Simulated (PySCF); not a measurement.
A structure optimised at PBE0-D3(BJ)/def2-TZVPD, used in a PySCF frequency run:

```
Mg
H 1 1.7061
H 1 1.7061 2 180.00
```
Charge 0, spin multiplicity 1.

**Question.** Write its SMILES, formula and point group.

**Answer.** [MgH2], H2Mg, D∞h

**Question.** What are its rotational constants (standard atomic weights)?

**Answer.** 86.126 GHz (linear rotor, B only)
